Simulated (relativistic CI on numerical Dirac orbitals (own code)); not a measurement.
**Co2+ in a cubic cluster: 2p photoemission with charge transfer**

Computed with a charge-transfer multiplet model of a cubic metal-ligand cluster with up to 2 ligand holes, Slater and spin-orbit integrals from Dirac-Coulomb-Breit ions, Slater integrals scaled by 0.8. The ground state mixes d7 with configurations of k ligand holes L, whose averages lie at kΔ + k(k − 1)U_dd/2; a core hole lowers each added d electron by U_cd. 300 K, Lorentzian 0.6 eV and Gaussian 0.8 eV FWHM.

Atomic integrals in eV (Slater integrals scaled, ζ unscaled), ground: F2dd 9.233, F4dd 5.731, zeta_d 0.063; with the core hole: F2dd 10.695, F4dd 6.685, zeta_d 0.093, zeta_core 9.664, F2cd 6.345, G1cd 4.816, G3cd 2.738.

Cluster parameters (eV): Δ = 4.7, U_dd = 6.1, U_cd = 7.8, 10Dq = 0.2, 10Dq(ligand) = 0.2, final-state hopping factor = 1.

```tsv
Case	n_d	d7	d8L	d9L2	S
V(eg) = 0.65 eV, V(t2g) = -0.34 eV	7.02	0.98	0.02	0.00	1.50
V(eg) = 0.95 eV, V(t2g) = -0.49 eV	7.05	0.95	0.05	0.00	1.50
V(eg) = 1.25 eV, V(t2g) = -0.65 eV	7.08	0.93	0.07	0.00	1.50
V(eg) = 1.55 eV, V(t2g) = -0.8 eV	7.11	0.89	0.10	0.00	1.50
V(eg) = 1.85 eV, V(t2g) = -0.95 eV	7.14	0.86	0.14	0.00	1.50
```

Weights, n_d and S are thermal averages at 300 K. Binding energies count from the first peak over 30 % of the highest in each spectrum, which can be another peak from case to case. The parameters are a model scan and need not match a compound or its usual spin state. Peaks in eV (height, largest 100):
- V(eg) = 0.65 eV, V(t2g) = -0.34 eV: 0.0 (43), 1.9 (100), 3.9 (100), 7.1 (35), 16.8 (32), 19.1 (76)
- V(eg) = 0.95 eV, V(t2g) = -0.49 eV: 0.0 (66), 2.4 (88), 4.4 (100), 7.6 (33), 16.7 (46), 19.7 (67)
- V(eg) = 1.25 eV, V(t2g) = -0.65 eV: 0.0 (97), 1.5 (69), 3.0 (76), 4.9 (100), 8.2 (34), 16.6 (65), 20.4 (66)
- V(eg) = 1.55 eV, V(t2g) = -0.8 eV: 0.0 (100), 5.2 (72), 8.5 (28), 11.5 (9), 16.6 (63), 21.1 (51)
- V(eg) = 1.85 eV, V(t2g) = -0.95 eV: 0.0 (100), 5.5 (55), 9.1 (23), 12.7 (7), 16.6 (60), 21.8 (40)

For the case V(eg) = 1.55 eV, V(t2g) = -0.8 eV, Δ = 4.7 eV is smaller than U_dd = 6.1 eV, the charge-transfer side of the Zaanen-Sawatzky-Allen scheme. With the core hole the average of the configuration with one ligand hole lies at Δ − U_cd = -3.1 eV before mixing: it lies below the unscreened one, so the lowest final states are mostly screened and the unscreened weight appears at higher binding energy as a satellite.
